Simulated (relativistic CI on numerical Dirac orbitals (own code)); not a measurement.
## S: sensitivity of the levels to the model

Base calculation: Dirac-Coulomb-Breit CI, separate exchange-only KLI orbitals for each configuration, model QED, valence Slater integrals scaled by 0.85, P86 correlation energy added to each configuration.

Configurations in the expansion (outside the closed core [Ne]): 3s²3p⁴, 3s²3p³4s, 3s²3p³4p, 3s²3p³3d, 3s²3p³5s, 3s3p⁵, 3s²3p³5p, 3s²3p³4d, 3s²3p³6s, 3s²3p³4f, 3p⁶, 3s²3p³6p, 3s²3p³5d, 3s²3p³5f, 3s²3p³5g, 3s²3p³6d, 3s3p⁴3d, 3s²3p²4s4p, 3s²3p²3d², 3s²3p3d²4s, 3s²3p3d²4p, 3s²3p3d³, 3s²3p3d²5s, 3s²3p3d²5p, 3s²3p²4s², 3s²3p4s²4p, 3s²3p3d4s², 3s²3p4s²5s, 3s²3p4s²5p, 3s²3p²3d4s, 3s²3p3d4s4p, 3s²3p3d4s5s, 3s²3p3d4s5p. Double excitations out of closed p, d and f shells are left out; levels of such configurations are missing from the list, as are those of other unlisted configurations, and high levels can miss mixing partners. These lack a partner that the ground configuration has and come out too high: 3s²3p³4d, 3s²3p³6s, 3s²3p³4f, 3s²3p³6p, 3s²3p³5d.

The lowest level and the first level of each name with at least 55 % of one term (blank where a level has no safe partner in the second run):

```csv
Level,Base (cm⁻¹),Shift (cm⁻¹)
3s²3p⁴ ³P2,0.0,0.0
3s²3p⁴ ³P1,394.4,-2.4
3s²3p⁴ ³P0,569.8,-1.2
3s²3p⁴ ¹D2,9940.3,+1660.2
3s²3p⁴ ¹S0,18892.4,+2041.1
3s²3p³4s ⁵S°2,52437.3,-1851.8
3s²3p³4s ³S°1,55147.0,-1303.7
3s²3p³4p ⁵P1,62485.1,-1873.7
3s²3p³4p ⁵P2,62494.9,-1873.4
3s²3p³4p ⁵P3,62510.5,-1873.1
3s²3p³4p ³P1,63812.2,-1640.4
3s²3p³4p ³P0,63813.8,-1640.8
3s²3p³4p ³P2,63815.8,-1640.4
3s²3p³4s ³D°1,68871.7,+1170.0
3s²3p³4s ³D°2,68881.8,+1160.1
3s²3p³4s ³D°3,68901.5,+1145.9
3s²3p³3d ⁵D°4,69051.7,-1553.7
3s²3p³3d ⁵D°3,69055.8,-1555.3
3s²3p³3d ⁵D°2,69057.5,-1555.2
3s²3p³3d ⁵D°1,69058.1,-1554.7
3s²3p³3d ⁵D°0,69058.3,-1554.3
3s²3p³5s ⁵S°2,69981.9,-1879.6
```

Correlation outside the listed configurations is missing or only estimated: errors of thousands of cm⁻¹ between configurations and terms are usual at this charge. Rates and lifetimes follow the computed energies and can be off by large factors. The fine structure of a lone outer electron comes out too small, for d and f at times inverted, and misplaced configurations move strength between like terms. 65 of the 69 excited levels that our extract of the measured tables holds in this range could be paired (the sources list more); they are missed by 1100 cm⁻¹ on average and 3288 at most, and levels without a partner can miss by more.

Task: One thing was changed in a second run, which moved the levels as shown. Which?
A. configuration mixing switched off
B. valence Slater integrals scaled by 0.75
C. Slater integrals left unscaled
D. QED terms removed
E. Breit term removed

Result: C. Slater integrals left unscaled. Scaling acts on the splittings between terms and on the mixing, and leaves the fine structure of pure LS terms nearly alone; in jj coupling it moves the levels of one term differently.
